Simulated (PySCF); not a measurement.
ClOTi, charge +1, multiplicity 1.

```xyz
3

Ti     0.4335     0.5854     0.0000
Cl    -0.1714    -1.4557     0.0000
O     -0.8278     1.4836     0.0000
```
Charge +1, spin multiplicity 1.

The structure is a stationary point at PBE0-D3(BJ)/def2-TZVP. The multiplicity is an assumed one; other spin states were not compared. The isomer is the one that the SMILES or the coordinates give; other isomers of the formula were not compared.

Method: PBE0/pcSseg-2 (PySCF). Non-relativistic, no solvent.

Computed absolute GIAO shielding of each atom: isotropic value and principal components (ppm):
```tsv
atom	σ(iso)	σ11	σ22	σ33	span
Ti1	-430.4	-837.0	-743.2	289.0	1126.0
Cl2	-397.4	-2069.4	180.2	697.1	2766.5
O3	-1272.8	-2396.7	-1686.7	265.0	2661.7
```
